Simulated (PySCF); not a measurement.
## Al⁺ (aluminium, charge +1) across methods

[Ne] 3s1 4s1, high-spin 3S determinant (an excited configuration). Calculation: PySCF 2.14, in aug-cc-pwCVQZ (10s9p7d5f3g, 134 functions); the non-relativistic Hamiltonian (point nucleus).

```tsv
method	E (hartree)	mean ε 2p β (eV)	mean ε 3s α (eV)	mean ε 4s α (eV)	Σ⟨r²⟩ (bohr²)	⟨S²⟩
PBE	-241.6068	-84.174	-19.125	-6.136	43.88	2.000
r2SCAN0	-241.7074	-90.231	-20.455	-6.387	45.28	2.000
LDA	-240.6893	-84.310	-19.291	-6.095	43.87	2.000
LC-wPBE	-241.6425	-90.155	-22.965	-7.629	45.16	2.000
UHF	-241.29780	-101.98	-23.054	-7.275	47.26	2.000
r2SCAN	-241.7106	-86.018	-19.461	-6.029	45.24	2.000
B97-3	-241.7097	-89.321	-20.127	-6.424	43.80	2.000
PBE0	-241.6280	-88.920	-20.199	-6.501	44.40	2.000
```

The outer electron is Rydberg-like, and this basis confines it to a smaller radius and binds it less than a complete one would.
